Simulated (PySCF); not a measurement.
# RbP: one state, many levels of theory

State: ³Σ⁻ (triplet), unpaired electrons π ↑↑. Set-up: basis Rb def2-SVPD with ECP28, P def2-SVPD; scalar-relativistic core potentials; PySCF 2.14. De refers to Rb + P in their high-spin ground configurations, without counterpoise correction. The functionals are run spin-unrestricted. A positive dipole means Rb(−)P(+). Levels whose curve was spin-contaminated or gave no clean fit are not listed.

```
   Level  Re (Å)  ωe (cm⁻¹)  De (eV)  μ (D)  CPU s a point (SCF and correlation, without the integrals)
UHF-CCSD   3.233        168     0.67    n/a                                                         n/a
     LDA   3.145        183     1.53  -7.29                                                        0.42
     PBE   3.210        171     1.34  -7.73                                                         0.6
  revPBE   3.239        166     1.29  -7.99                                                        0.42
    BLYP   3.249        164     1.31  -7.39                                                        0.43
  r²SCAN   3.220        172     1.23  -8.69                                                        0.93
    PBE0   3.187        181     1.22  -8.85                                                        0.88
```

The bond length runs from 3.145 Å (LDA) to 3.249 Å (BLYP). De spans 0.67 eV (UHF-CCSD, coupled cluster) to 1.53 eV (LDA, local density).

Correlated steps freeze 5 core orbitals. Correlated levels converge slowly with the basis: in double zeta they bind strong bonds too weakly, by up to about 1 eV, and carry superposition errors of some tenths. Spin–orbit coupling is left out. The state is the lowest determinant that a PBE0 search found; another state may lie lower at other levels.

The whole job (state search and all levels along the bond) took about 2.3 min on 1 thread of Arm Neoverse V1 (shared host), peak memory 0.64 GiB.
